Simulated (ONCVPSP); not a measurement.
# u(r) = r·R(r): atom against pseudo-atom (platinum (Pt))

Columns: radius, all-electron u(r) and pseudo u(r) of the 5p shell (level -57.36 eV) of platinum in the configuration [Kr] 4d10 4f14 5s2 5p6 5d9 6s0.5 6p0.5; LDA (Perdew-Zunger), scalar-relativistic, ONCV scheme, ONCVPSP 4.0.1.

```json
{"r (bohr)": "0.103", "all-electron": "0.2837", "pseudo": "0.0317"}
{"r (bohr)": "0.205", "all-electron": "0.0682", "pseudo": "0.1213"}
{"r (bohr)": "0.308", "all-electron": "-0.5437", "pseudo": "0.2587"}
{"r (bohr)": "0.410", "all-electron": "-0.4992", "pseudo": "0.4239"}
{"r (bohr)": "0.513", "all-electron": "-0.0629", "pseudo": "0.5992"}
{"r (bohr)": "0.615", "all-electron": "0.4165", "pseudo": "0.7614"}
{"r (bohr)": "0.718", "all-electron": "0.7882", "pseudo": "0.8966"}
{"r (bohr)": "0.820", "all-electron": "1.0101", "pseudo": "0.9903"}
{"r (bohr)": "0.923", "all-electron": "1.1066", "pseudo": "1.0385"}
{"r (bohr)": "1.025", "all-electron": "1.1099", "pseudo": "1.0407"}
{"r (bohr)": "1.128", "all-electron": "1.0535", "pseudo": "1.0029"}
{"r (bohr)": "1.230", "all-electron": "0.9645", "pseudo": "0.9349"}
{"r (bohr)": "1.332", "all-electron": "0.8607", "pseudo": "0.8471"}
{"r (bohr)": "1.435", "all-electron": "0.7527", "pseudo": "0.7484"}
{"r (bohr)": "1.538", "all-electron": "0.6491", "pseudo": "0.6483"}
{"r (bohr)": "1.640", "all-electron": "0.5546", "pseudo": "0.5544"}
{"r (bohr)": "1.743", "all-electron": "0.4691", "pseudo": "0.4690"}
{"r (bohr)": "1.845", "all-electron": "0.3950", "pseudo": "0.3949"}
{"r (bohr)": "1.948", "all-electron": "0.3302", "pseudo": "0.3302"}
{"r (bohr)": "2.050", "all-electron": "0.2754", "pseudo": "0.2754"}
{"r (bohr)": "2.153", "all-electron": "0.2285", "pseudo": "0.2284"}
{"r (bohr)": "2.255", "all-electron": "0.1894", "pseudo": "0.1893"}
{"r (bohr)": "2.358", "all-electron": "0.1563", "pseudo": "0.1563"}
{"r (bohr)": "2.460", "all-electron": "0.1290", "pseudo": "0.1290"}
{"r (bohr)": "2.562", "all-electron": "0.1063", "pseudo": "0.1062"}
{"r (bohr)": "2.665", "all-electron": "0.0872", "pseudo": "0.0872"}
```

Problem. How many radial nodes do the two functions have?

Solution. The all-electron 5p function has n − l − 1 = 3 (the table is too coarse to show those close to the nucleus); the pseudo-wave has 0, since the states of the same l below it are removed with the core.

Problem. At about which radius was the pseudo-wave matched?

Solution. 1.70 bohr, where the columns begin to agree (steps of 0.10 bohr).

Problem. Where does each function peak?

Solution. Outermost all-electron maximum near 1.02 bohr, pseudo maximum near 1.02 bohr (to the table’s step).

Problem. Is the pseudo-wave norm-conserving?

Solution. Yes: the ONCV scheme keeps the norm inside the radius equal to the all-electron one, which fixes the energy derivative of the logarithmic derivative at the level.
